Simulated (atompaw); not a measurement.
# An all-electron radial function and its pseudo partner (cobalt (Co))

Columns: radius, all-electron u(r) and pseudo u(r) of the 4p shell (level -1.28 eV) of cobalt in the configuration [Ne] 3s2 3p6 3d7 4s2 4p0; PBE, scalar-relativistic, PAW (atompaw) scheme, atompaw 4.2.0.5.

| r (bohr) | all-electron | pseudo |
| --- | --- | --- |
| 0.056 | 0.0527 | -0.0006 |
| 0.112 | 0.0960 | -0.0024 |
| 0.167 | 0.0909 | -0.0051 |
| 0.223 | 0.0519 | -0.0087 |
| 0.279 | -0.0016 | -0.0127 |
| 0.335 | -0.0552 | -0.0170 |
| 0.390 | -0.1003 | -0.0211 |
| 0.446 | -0.1348 | -0.0248 |
| 0.502 | -0.1572 | -0.0277 |
| 0.558 | -0.1679 | -0.0296 |
| 0.613 | -0.1685 | -0.0302 |
| 0.669 | -0.1608 | -0.0291 |
| 0.725 | -0.1464 | -0.0262 |
| 0.781 | -0.1270 | -0.0210 |
| 0.837 | -0.1039 | -0.0134 |
| 0.892 | -0.0787 | -0.0036 |
| 0.948 | -0.0515 | 0.0088 |
| 1.004 | -0.0233 | 0.0234 |
| 1.060 | 0.0053 | 0.0399 |
| 1.115 | 0.0333 | 0.0577 |
| 1.171 | 0.0615 | 0.0771 |
| 1.227 | 0.0890 | 0.0977 |
| 1.283 | 0.1157 | 0.1195 |
| 1.338 | 0.1410 | 0.1421 |
| 1.394 | 0.1658 | 0.1659 |
| 1.450 | 0.1895 | 0.1895 |

How many radial nodes do the two functions have?

The all-electron 4p function has n − l − 1 = 2; the pseudo-wave has 1, since 1 lower shell of the same l stays in the valence.

Is the pseudo-wave norm-conserving?

No, it belongs to a PAW set: the norm inside the radius is not constrained, and the difference is carried by the augmentation charge.
